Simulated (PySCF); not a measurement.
Vertical excitations of a molecule C2H8AlNO from TDA-M06-2X/def2-SVPD run with PySCF, as energy in eV (oscillator strength): 5.53 (0.016), 6.74 (0.005), 6.91 (0.136), 6.93 (0.021), 7.22 (0.188), 7.66 (0.001), 7.82 (0.001), 7.86 (0.029), 8.07 (0.058), 8.08 (0.084). Lowest triplet (TDA): 5.34 eV. The structure is a stationary point at B3LYP-D3(BJ)/def2-SVP. The values are those of a single conformer.

### Question
Pick the molecule that these values belong to.
A. C[NH][Al]([CH3])[OH]
B. C[NH][AlH][O]C
C. C[O][Al]([CH3])[NH2]
D. C[N](C)[AlH][OH]

### Answer
A, C[NH][Al]([CH3])[OH]
